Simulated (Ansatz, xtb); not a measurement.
**Ranking isomers of C7H7FO**

3 gas-phase structures of C7H7FO, from a drawn sample of its isomers (lower ones may exist). Each was relaxed with GFN2-xTB; where two conformers were screened, the lower at r2SCAN-D4/def2-SVP is listed:

A. `C#C[C@@H]1CC(CF)=C1O`, a singlet
B. `C#CC1=C(O)[C@@H](CF)C1`, a singlet
C. `C#C[C@@H]1C[C@@H](CF)C1=O`, a singlet

Question: Make a reasoned guess at their ranking by r2SCAN-D4/def2-SVP single-point energy.

Answer: Calculated order at r2SCAN-D4/def2-SVP: C (0.000), B (0.189), A (0.488) eV.

Energies above the lowest of each column, in eV; the last columns are at PBE0-D3(BJ)/def2-SVP geometries:

```csv
structure,GFN2-xTB,HF/STO-3G,r2SCAN-D4/def2-SVP,PBE0-D3(BJ)/def2-SVP,CCSD(T)/def2-SVP + ΔMP2/def2-TZVPP
C,0.000,0.000,0.000,0.000,0.000
B,0.327,0.713,0.189,0.206,0.277
A,0.457,0.951,0.488,0.453,0.496
```

Every level run on C puts it lowest or level with the lowest. Some further structures that were screened fall inside this span and aren't listed. Flexible structures stand in one conformer each, not always the lowest. ΔMP2 is the change of the MP2 energy from the smaller to the larger basis.

Programs: Ansatz 0.2.0, xtb 6.7.1.
